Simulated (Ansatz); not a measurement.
System: CH$_{7}$P$_{2}$Si (charge 0, doublet). It need not be the lowest isomer of its formula. 
Geometry from a B3LYP-D3(BJ)/def2-TZVP (Ansatz, a quantum-chemistry and plane-wave program) optimisation:
SMILES: C[Si](P)P
```xyz
11

C     -1.6053     1.3975    -0.2649
Si    -0.1617     0.2199    -0.5562
P     -0.5679    -1.9389     0.0290
P      1.6875     1.0522     0.4610
H     -1.3545     2.4083    -0.5915
H     -2.4917     1.0654    -0.8069
H     -1.8528     1.4322     0.8002
H     -1.1674    -1.6018     1.2759
H     -1.8152    -2.0040    -0.6482
H      2.4699    -0.1065     0.2257
H      1.3126     0.6439     1.7724
```
Charge 0, spin multiplicity 2.

Quantity: atomisation energy (electronic, to ground-state atoms), in kcal/mol. Cores are frozen in the correlated levels unless marked. UHF or UKS for open shells. No spin-orbit coupling. Non-relativistic. The coupled-cluster limit lacks core correlation, which all-electron functionals hold. CBS(X,Y): correlation extrapolated as X^-3; Hartree-Fock from the larger set.

```tsv
level	program	atomisation energy (kcal/mol)
PBE/def2-TZVPD	Ansatz	805.5
PBE0/def2-TZVPD	Ansatz	798.0
r2SCAN0/def2-TZVPD	Ansatz	___
HSE06-D3(BJ)/def2-TZVPD	Ansatz + dftd3	804.4
CAM-B3LYP-D4/def2-TZVPD	Ansatz + dftd4	805.9
B2GP-PLYP-D3(BJ)/def2-TZVPD	Ansatz + dftd3	___
RPA@PBE/cc-pV(T+d)Z	Ansatz	755.2
SCS-MP2/6-31G*	Ansatz	685.9
CCSD/cc-pV(T+d)Z	Ansatz	764.0
CCSD(T)/CBS(cc-pV(T+d)Z,cc-pV(Q+d)Z)	Ansatz	___
```

### Question
What belongs in the gaps?

### Answer

- r2SCAN0/def2-TZVPD, atomisation energy (kcal/mol): 796.1
- B2GP-PLYP-D3(BJ)/def2-TZVPD, atomisation energy (kcal/mol): 790.3
- CCSD(T)/CBS(cc-pV(T+d)Z,cc-pV(Q+d)Z), atomisation energy (kcal/mol): 801.4
